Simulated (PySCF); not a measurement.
Two species compared at the same levels of theory.

First species: C6H13P.
Structure used (GFN2-xTB), in Å, numbered top down from 1:
```
atom  x, y, z in Å
C1     2.7321   -0.5688   -0.4270
C2     1.5826    0.4159   -0.5923
P3     0.4777    0.4305    0.9148
C4    -0.8914    1.5021    0.2244
C5    -1.8398    0.5948   -0.5523
C6    -1.9430   -0.6926    0.2559
C7    -0.5142   -1.1268    0.5745
H8     3.3802   -0.5533   -1.3019
H9     2.3593   -1.5830   -0.2945
H10    3.3259   -0.3127    0.4481
H11    0.9975    0.1819   -1.4861
H12    1.9807    1.4288   -0.7006
H13   -0.4779    2.3087   -0.3825
H14   -1.4152    1.9545    1.0708
H15   -1.4295    0.3742   -1.5399
H16   -2.8154    1.0649   -0.6881
H17   -2.4841   -0.4917    1.1831
H18   -2.4788   -1.4712   -0.2897
H19   -0.4815   -1.7883    1.4416
H20   -0.0703   -1.6570   -0.2711
```

Second species: C6H13P.
InChI=1S/C6H13P/c1-4-5-7-6(2)3/h7H,2,4-5H2,1,3H3

Levels: wB97X-D/def2-SVPD for HOMO energy, LUMO energy, HOMO–LUMO gap and static isotropic polarisability; TDDFT wB97X-D/def2-SVPD for lowest singlet excitation; TDA wB97X-D/def2-SVPD for lowest triplet excitation (Tamm–Dancoff). Geometries: GFN2-xTB. Each structure is a single optimised conformer of the isolated species, non-relativistic unless stated. Electronic properties by PySCF.

Dipoles, sizes and rotational constants follow the conformer. The torsions of the flexible species, by atom-mapped SMILES:
- `[CH2:1]=[C:2]([CH3:3])[PH:4][CH2:5][CH2:6][CH3:7]`: C1–C2–P4–C5 -36°, C2–P4–C5–C6 -159°, P4–C5–C6–C7 -177°

The conformers of `CCP1CCCC1` aren't listed.

Values for the first species:

- HOMO energy: -8.18 eV
- LUMO energy: 2.38 eV
- HOMO–LUMO gap: 10.56 eV
- Lowest singlet excitation: 6.34 eV
- Lowest triplet excitation (Tamm–Dancoff): 5.39 eV
- Static isotropic polarisability: 94.4 au

Q: Estimate the same properties for the second species, and the change in each.

A: 
```csv
property,first,second,second less first
HOMO energy,-8.18 eV,-8.36 eV,-0.18 eV
LUMO energy,2.38 eV,1.91 eV,-0.47 eV
HOMO–LUMO gap,10.56 eV,10.27 eV,-0.29 eV
lowest singlet excitation,6.34 eV,6.10 eV,-0.24 eV
lowest triplet excitation (Tamm–Dancoff),5.39 eV,4.30 eV,-1.09 eV
static isotropic polarisability,94.4 au,100.5 au,+6.1 au
```

On the first: No computed singlet falls in the visible range (750 to 380 nm, 1.65 to 3.26 eV); S1 lies 3.08 eV above its blue end. The vertical singlet–triplet gap S1 − T1 is 0.95 eV (TDDFT singlet less Tamm–Dancoff triplet; S1: HOMO→LUMO+1, weight 0.67; T1: HOMO→LUMO+1, weight 0.52).

On the second: S1 lies 4.17 eV below the HOMO–LUMO gap; its leading configuration is HOMO→LUMO, weight 0.91. The vertical singlet–triplet gap S1 − T1 is 1.80 eV (TDDFT singlet less Tamm–Dancoff triplet; S1: HOMO→LUMO, weight 0.91; T1: HOMO→LUMO, weight 0.66).
